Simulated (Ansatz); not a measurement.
Abridged output of a molecular run in Ansatz:

```
Functional definition: HF
1581 factors; integrals over basis functions are off by at most 9.2e-4 eV
mean field evaluation 1: about -31573.8018 eV, gradient 1.7e1 eV
mean field evaluation 2: about -31574.1201 eV, gradient 1.8e1 eV
mean field evaluation 4: about -31576.2881 eV, gradient 7.3e-1 eV
mean field evaluation 8: about -31576.2882 eV, gradient 3.3e-2 eV
mean field -31576.28816380 eV, -1160.4071868429 hartree, gradient 1.2e-6 eV, S^2 0.000000; 0 other end points of the search recorded, 0 dependent functions left out
20 core orbitals not correlated: weight in the atoms' cores, before any rotation towards them, 1.000 or more for the frozen orbitals, at most 0.000 for the correlated occupied ones
reference -31576.28816380 eV, -1160.4071868429 hartree; 12, 12 occupied and 248, 248 virtual orbitals, 1581 factors
second order -13.41069340 eV of doubles, -0.00000000 eV of singles
cycle   1  -14.91615963 eV  change    -1.5e0 eV  update   1.0e-1
cycle   2  -15.49101188 eV  change   -5.7e-1 eV  update   3.4e-2
cycle   3  -15.54376483 eV  change   -5.3e-2 eV  update   1.2e-2
cycle   4  -15.53724607 eV  change    6.5e-3 eV  update   3.9e-3
cycle   5  -15.53521082 eV  change    2.0e-3 eV  update   1.1e-3
cycle   6  -15.53496186 eV  change    2.5e-4 eV  update   3.5e-4
cycle   7  -15.53500104 eV  change   -3.9e-5 eV  update   9.2e-5
cycle   8  -15.53503707 eV  change   -3.6e-5 eV  update   3.2e-5
cycle   9  -15.53503646 eV  change    6.2e-7 eV  update   1.1e-5
perturbative correction -0.64401488 eV, -0.0236671103 hartree
Total energy: -31592.46721514 eV, -1161.0017560130 hartree
```

Its atoms:

```xyz
12

Si   -0.7388   -1.3618   -0.6289
Si   -0.8232    0.9540   -1.0986
Si    0.7413    1.3614    0.6267
Si    0.8213   -0.9537    1.1002
H    -0.2122   -2.1949   -1.7457
H    -2.0301   -1.9441   -0.1682
H    -2.1577    1.5770   -0.8758
H    -0.3467    1.3226   -2.4608
H     2.0331    1.9387    0.1610
H     0.2205    2.1988    1.7431
H     2.1553   -1.5805    0.8858
H     0.3372   -1.3174    2.4611
```

(1) Which basis set was used?
A. def2-TZVPP
B. def2-SVP
C. cc-pV(D+d)Z
D. def2-SVPD

(2) Write the keys of the input that set method, charge and spin (a neutral closed shell needs none for the last two).

Answers

(1) A. It gives 280 functions.

(2) 
```yaml
correlation: {method: ccsd_t}
```
